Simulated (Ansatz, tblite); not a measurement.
Forces on the cluster Ge3S6 at its r2SCAN-D4/def2-SVP geometry. The state is a singlet with charge 0.

The xTB rows come from tblite. Another isomer (singlet) lies 0.11 eV lower at PBE0-D4/def2-TZVP; other spin states weren't run for this one.

GFN1-xTB (tblite), largest force 1.12 eV/Å:

```xyz
9
positions Å, forces eV/Å
Ge   -0.097   -1.305    1.753    0.039    0.418   -0.550
Ge   -1.418    1.653   -0.214    0.449   -0.524    0.069
Ge    1.516   -0.348   -1.539   -0.491    0.100    0.477
S     0.087    1.323   -1.805   -0.035   -0.654    0.907
S     2.924   -0.661   -2.959    0.195   -0.044   -0.195
S    -2.730    3.181   -0.411   -0.180    0.211   -0.028
S    -0.192   -2.516    3.372   -0.013   -0.168    0.223
S     1.448   -1.696    0.216   -0.723    0.851   -0.105
S    -1.537    0.369    1.587    0.760   -0.191   -0.798
```

GFN2-xTB (tblite), largest force 1.00 eV/Å:

```
Ge 0.001 -0.016 0.019
Ge -0.017 0.018 -0.001
Ge 0.016 -0.003 -0.019
S 0.006 0.138 -0.198
S 0.697 -0.154 -0.699
S -0.647 0.754 -0.098
S -0.047 -0.599 0.799
S 0.153 -0.183 0.024
S -0.161 0.045 0.174
```

r2SCAN-D4/def2-TZVP (Ansatz), largest force 0.15 eV/Å:

```
Ge 0.009 0.091 -0.123
Ge 0.098 -0.116 0.016
Ge -0.108 0.024 0.104
S -0.003 -0.078 0.108
S -0.046 0.010 0.049
S 0.044 -0.051 0.006
S 0.003 0.040 -0.055
S -0.087 0.102 -0.011
S 0.091 -0.022 -0.095
```
